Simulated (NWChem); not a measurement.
Species: CH₉NSi₂; SMILES N[SiH2]C[SiH3]

```xyz
13

Si     0.0626     2.1018     0.1011
C     -0.7604     0.4107    -0.0763
Si     0.4314    -1.0478    -0.1601
N     -0.4238    -2.5320     0.1576
H     -0.9300     3.2029    -0.0503
H      1.1179     2.2950    -0.9325
H      0.6991     2.2349     1.4401
H     -1.4341     0.2593     0.7773
H     -1.3869     0.4207    -0.9788
H      1.4740    -0.9524     0.8984
H      1.1312    -0.9781    -1.4822
H     -1.1678    -2.8196    -0.4685
H      0.1166    -3.3399     0.4462
```
Atoms are numbered in this order, from 1.

Computed with NWChem. Pople sets run with spherical d functions. The geometry was optimised at B3LYP/6-31G* (spherical d). Level: M05-2X/6-31G* with SMD (1 M gas to 1 M solution), gas-phase geometry. Reactions with the solvent are ignored.

```csv
solvent,dielectric constant,solvation free energy (kcal/mol),cavity-dispersion-structure term (kcal/mol),dipole in solution (D)
water,78.4,?,?,2.44
chlorobenzene,5.70,-3.3,0.6,2.33
n-hexane,1.88,-2.1,0.0,2.13
dimethyl sulfoxide,46.8,-2.5,2.2,2.43
```

What belongs in the gaps?


- water, solvation free energy (kcal/mol): -0.2
- water, cavity-dispersion-structure term (kcal/mol): 4.6
